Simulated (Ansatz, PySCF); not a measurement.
CH4O (SMILES CO) and CH2O2 (SMILES O=CO) are pulled apart as rigid monomers along the line of their centres of mass, from the B3LYP-D3(BJ)/def2-TZVP minimum. Starting geometry (charge 0, multiplicity 1):
```xyz
11

C     -0.1896    -0.3503     0.1830
O      0.4893    -0.8055     1.3522
H     -0.9040     0.4454     0.4141
H     -0.7288    -1.2018    -0.2278
H      0.5196     0.0110    -0.5655
H      0.9374    -0.0547     1.7799
O      0.8121     0.8864     3.5621
C      0.0017     0.2523     4.1994
O     -0.6540    -0.8154     3.7739
H     -0.2823     0.5058     5.2285
H     -0.3656    -1.0067     2.8376
```

Interaction energies with rigid monomers; basis-set methods are counterpoise corrected unless marked otherwise.

Rows in 6-31G* carry no dispersion term and start afresh at each structure (6-31G* with six Cartesian d functions). MP2/6-31G* freezes PySCF's default core.

Run with Ansatz (a first-principles code); PySCF for 6-31G* rows, the dispersion terms. Values without a source in brackets are computed.

```
O2···H11 (Å)  r2SCAN/def2-TZVPPD (meV)  B3LYP/6-31G* (meV)  B3LYP-D3(BJ)/def2-TZVPPD (meV)  wB97M-V/def2-TZVPPD (meV)  MP2/6-31G* (meV)
------------  ------------------------  ------------------  ------------------------------  -------------------------  ----------------
1.58                            -514.1              -426.2                          -488.6                     -473.8            -337.6
1.73                            -544.2              -496.0                          -535.5                     -522.8            -439.8
1.95                            -480.2              -457.3                          -484.3                     -474.3            -433.2
2.33                            -315.2              -301.1                          -324.3                     -317.7            -301.7
2.98                            -139.4              -126.8                      (withheld)                 (withheld)            -134.6
```

**Question.** What belongs in the gaps?

**Answer.** 
- 2.98, B3LYP-D3(BJ)/def2-TZVPPD (meV): -146.2
- 2.98, wB97M-V/def2-TZVPPD (meV): -144.6
